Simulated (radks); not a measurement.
The manganese ion Mn17+, 8 electrons, occupied as [He] 2s2 2p4. All-electron calculation, scalar-relativistic Kohn-Sham, HCTH/407, spin-polarised, spherical densities, point nucleus; open shells are filled with parallel spins first. Program: a radial shooting solver on a logarithmic mesh with Libxc functionals.

Unscreened Slater integrals over Kohn-Sham orbitals (eV). They are taken over the spin-up orbitals. Empty in this configuration: 3s.

| integral | value |
|---|---|
| F0(2p,2p) | 107.09 |
| F2(2p,2p) | 50.985 |
| F0(2p,2s) | 98.151 |
| G1(2p,2s) | 56.112 |
| F0(2p,1s) | 145.73 |
| G1(2p,1s) | 25.936 |
| F0(2p,3s) | 48.828 |
| G1(2p,3s) | 5.0098 |
| F0(2s,2s) | 92.459 |
| F0(2s,1s) | 129.64 |
| G0(2s,1s) | 12.359 |
| F0(2s,3s) | 47.779 |
| G0(2s,3s) | 3.9635 |
| F0(1s,1s) | 420.69 |
| F0(1s,3s) | 55.574 |
| G0(1s,3s) | 2.7029 |
| F0(3s,3s) | 37.335 |

Derived for the open shells (J is the average intra-shell exchange parameter used in DFT+U). 2p: J = F2/5 = 10.20 eV; in LS coupling 1D lies 6 F2/25 = 12.24 eV above 3P.
